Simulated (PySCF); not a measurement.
## Stationary points of Zr₂Cl⁺

Computed with B3LYP/[Cl def2-SVP, Zr def2-SVP with ECP28], scalar-relativistic core potentials, density fitting, no spin–orbit coupling, PySCF.

Relaxations began from a few typed shapes; open shells are unrestricted. The search is not exhaustive: other isomers or separated fragments can lie lower, and high-lying points may rest on an excited occupation.

| spin | group | bonds | angles | imaginary modes (cm⁻¹) | ΔE (kJ/mol) | ΔE with ZPE (kJ/mol) |
| --- | --- | --- | --- | --- | --- | --- |
| triplet | C2v | Cl–Zr 2.507 Å (×2), Zr–Zr 2.312 Å | Cl–Zr–Zr 62.5° (×2), Zr–Cl–Zr 54.9° | none | 0.0 | 0.0 |
| broken-symmetry Ms = 1 (⟨S²⟩ 3.79) | C2v | Cl–Zr 2.522 Å (×2) | Zr–Cl–Zr 122.5° | none | 216.6 | 214.7 |
| broken-symmetry Ms = 1 (⟨S²⟩ 3.81) | D∞h | Cl–Zr 2.517 Å (×2) | Zr–Cl–Zr 180.0° | 39i, 39i | 223.3 | – |

The lowest minimum found is the triplet C2v: Cl–Zr 2.507 Å (×2), Zr–Zr 2.312 Å; Cl–Zr–Zr 62.5° (×2), Zr–Cl–Zr 54.9°.

For the lowest minimum: other spin states or occupations of the open shell can lie lower.

The electron or spin density has lower symmetry than the nuclear frame for the broken-symmetry Ms = 1 (⟨S²⟩ 3.79) C2v at 216.6 kJ/mol, broken-symmetry Ms = 1 (⟨S²⟩ 3.81) D∞h at 223.3 kJ/mol.
